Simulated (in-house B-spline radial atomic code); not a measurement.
Computed with a B-spline radial atomic code. Model: two electrons, singlet ground state, non-relativistic, full CI in B-splines with partial waves to l = 8 (at full coupling up to 3e-4 hartree above the limit, correlation up to 0.6 % small), density held at that of full coupling by Lieb maximisation.

W(λ) is the mean repulsion in the state of coupling λ less the Hartree energy of the fixed density. Its start is exact exchange, its initial slope is twice the second-order Görling-Levy correlation energy, and its area from 0 to 1 is E_xc. A straight curve means weak, dynamic correlation, and a curve that drops fast and flattens means strong correlation.

Command:
```bash
python run_ac.py task.json out
```
Settings (lengths in bohr, energies in hartree):
```
potential              dot
strength               0.927
lmax                   8
second                 -0.5
```

Cost of the run: 9.1 s on 1 thread of Intel(R) Xeon(R) Processor @ 2.30GHz, on a shared host.

**W = mean repulsion less Hartree energy, and W of three functionals.**

Given: confinement charge in harmonic well; well frequency 0.927 hartree; nuclear charge -0.5; external potential omega^2 r^2/2 - Z/r.

Computed: LDA exchange minus exact 92.061 millihartree; SCAN exchange minus exact -1.2939 millihartree.

| coupling | W xc (hartree) | W xc minus exchange (millihartree) | kinetic minus Kohn-Sham (millihartree) | LDA (PW92) W minus its exchange (millihartree) | PBE W minus its exchange (millihartree) | SCAN W minus its exchange (millihartree) |
| --- | --- | --- | --- | --- | --- | --- |
| 0 | -0.65633 | 0 | 0 | 0 | 0 | 0 |
| 0.02 | ? | ? | ? | ? | ? | ? |
| 0.05 | -0.66155 | -5.218 | 0.13 | -22.16 | -8.83 | -4.66 |
| 0.12 | -0.66854 | -12.209 | 0.72 | -41.56 | -19.22 | -10.8 |
| 0.25 | -0.68062 | -24.285 | 2.94 | -67.82 | -35.49 | -21.34 |
| 0.4 | -0.69323 | -36.893 | 7.02 | -90.82 | -51.25 | -32.38 |
| 0.6 | -0.70811 | -51.776 | 14.43 | -115.01 | -69 | -45.57 |
| 0.8 | -0.72111 | -64.78 | 23.51 | -134.63 | -84.13 | -57.34 |
| 1 | ? | ? | ? | ? | ? | ? |
| 1.4 | -0.75158 | -95.244 | 56.46 | -177.99 | -119.39 | -86.19 |
| 2 | -0.77322 | -116.89 | 92.91 | -208.27 | -145.2 | -108.15 |
| 3 | -0.79791 | -141.58 | 153.73 | -243.77 | -176.39 | -135.06 |
| 4.5 | -0.82093 | -164.59 | 238.59 | -278.96 | -208.08 | -161.92 |
| 7 | -0.84294 | -186.61 | 362.42 | -315.47 | -241.59 | -188.44 |
| 10 | -0.85823 | -201.89 | 490.48 | -342.84 | -267.02 | -206.29 |

(1) What belongs in the row 0.02?

(2) What belongs in the row 1?

(3) What is the PBE exchange minus exact?

**Energy parts, natural occupations and partial-wave weights.**

Computed: total energy 4.4297 hartree; correlation energy -0.04244 hartree; initial slope twice GL2 -0.10627 hartree; kinetic part over minus potential part 0.44305; Hartree energy 1.3127 hartree; Kohn-Sham kinetic 1.0754 hartree; Lieb Oxford ratio E_xc over LDA exchange 1.2384.

```csv
natural,occupation of the shell (electrons)
s,1.962
p,0.035534
s,?
d,0.00098898
p,0.00016105
f,0.0001174
```

(4) What belongs in the row s?

```tsv
wave	weight
s	0.98155
p	0.017852
d	0.00051225
f	?
g	1.4e-05
```

(5) What belongs in the row f?

(6) What is the kinetic part of the DFT correlation energy?

(7) What is the exchange energy?

Answers

(1) W xc (hartree): -0.65844; W xc minus exchange (millihartree): -2.11; kinetic minus Kohn-Sham (millihartree): 0.02; LDA (PW92) W minus its exchange (millihartree): -11.01; PBE W minus its exchange (millihartree): -3.77; SCAN W minus its exchange (millihartree): -1.9.

(2) W xc (hartree): -0.73254; W xc minus exchange (millihartree): -76.201; kinetic minus Kohn-Sham (millihartree): 33.76; LDA (PW92) W minus its exchange (millihartree): -151.16; PBE W minus its exchange (millihartree): -97.31; SCAN W minus its exchange (millihartree): -67.91.

(3) 26.033 millihartree.

(4) occupation of the shell (electrons): 0.0011029.

(5) weight: 6.378e-05.

(6) 0.03376 hartree.

(7) -0.65633 hartree.

Half-way to full coupling W has made 58 % of its drop, against 50 % for a straight line, and second-order (GL2) theory, half the initial slope, overshoots the correlation energy by about 25 %: a moderate bend, as in light atoms. Over couplings 0 to 1 the errors in E_xc come to about +38 millihartree for LDA, +12 millihartree for PBE, +3.6 millihartree for SCAN, so SCAN is nearest. In LDA and PBE and SCAN the errors of exchange and correlation have opposite signs, so the sum is smaller than the larger of the two.
